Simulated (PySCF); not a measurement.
**Polarisability and C₆ of Cu (copper, neutral)**

[Ar] 3d10 4s1, 2S determinant. All numbers are calculated (PySCF 2.14, scalar relativity through the core potential, in aug-cc-pVTZ-PP with one added diffuse shell each of s, p, d, f, g type with ECP10MDF (7s7p6d4f3g, 113 functions)). Coupled (time-dependent) response in atomic units; α is the mean over directions.

```json
{"method": "wB97X", "mean α (bohr³)": "45.21", "C₆ (like pair)": "292.6", "S(−4)": "1686"}
```

S(−4) is the Cauchy moment in α(ω) = α(0) + S(−4) ω² + …

Reference α: 46.5 ± 0.5 bohr³ (recommended; Schwerdtfeger and Nagle, table of static dipole polarizabilities (2023 update)). Published C₆: 253.0 (Chu and Dalgarno (2004); Tang, Norbeck and Certain (1976)).

α(iu) at wB97X:

```tsv
u (hartree)	α(iu) (bohr³)
0	45.21
0.0500	41.42
0.100	33.53
0.200	20.40
0.300	13.43
0.500	7.503
0.750	4.677
1.00	3.331
1.50	2.044
2.00	1.430
3.00	0.8447
5.00	0.4134
```

A single London oscillator, α(iu) = α/(1 + u²/ω²), gives C₆ = (3/4) ω α². Matching the computed C₆ needs ω = 4 × 292.6 / (3 × 45.21²) = 0.191 hartree.

Energies and moments cover only the electrons outside the core potential.
